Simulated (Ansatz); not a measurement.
`C=NBF` and `C=NB(F)Cl` differ in one atom or group.

Ansatz, PBE0-D4/def2-TZVP geometries, multiplicity 1. Each molecule was computed in one conformer, which needn't be the lowest.

```tsv
property	`C=NBF`
LUMO energy (B3LYP/def2-TZVPP) / eV	-1.58
HOMO energy (ωB97M-V/def2-TZVPP) / eV	-10.08
zero-point energy (PBE0-D4/def2-TZVP) / kJ/mol	120.9
size of the dipole moment (ωB97M-V/def2-TZVPP) / D	2.95
ideal-gas entropy at 298 K and 1 bar (rigid rotor, harmonic PBE0-D4/def2-TZVP) / J/(mol·K)	292
HOMO–LUMO gap (PBE/def2-TZVPP) / eV	3.97
```

What does the change do to each property? (Best estimate.)

The calculation gave: 
```json
{"property": "LUMO energy (B3LYP/def2-TZVPP) / eV", "`C=NB(F)Cl`": "-1.80", "shift": "-0.22"}
{"property": "HOMO energy (ωB97M-V/def2-TZVPP) / eV", "`C=NB(F)Cl`": "-10.21", "shift": "-0.13"}
{"property": "zero-point energy (PBE0-D4/def2-TZVP) / kJ/mol", "`C=NB(F)Cl`": "102.7", "shift": "-18.2"}
{"property": "size of the dipole moment (ωB97M-V/def2-TZVPP) / D", "`C=NB(F)Cl`": "3.12", "shift": "0.17"}
{"property": "ideal-gas entropy at 298 K and 1 bar (rigid rotor, harmonic PBE0-D4/def2-TZVP) / J/(mol·K)", "`C=NB(F)Cl`": "318", "shift": "26"}
{"property": "HOMO–LUMO gap (PBE/def2-TZVPP) / eV", "`C=NB(F)Cl`": "3.88", "shift": "-0.09"}
```

With PBE0 the HOMO falls by 0.16 eV and the LUMO falls by 0.23 eV, so the gap narrows by about 0.07 eV. PBE moves the HOMO by -0.12 eV and ωB97M-V by -0.13 eV. Dipoles are sizes alone; their direction can turn.

B3LYP here is the variant with VWN-RPA as its local correlation; programs differ in this.
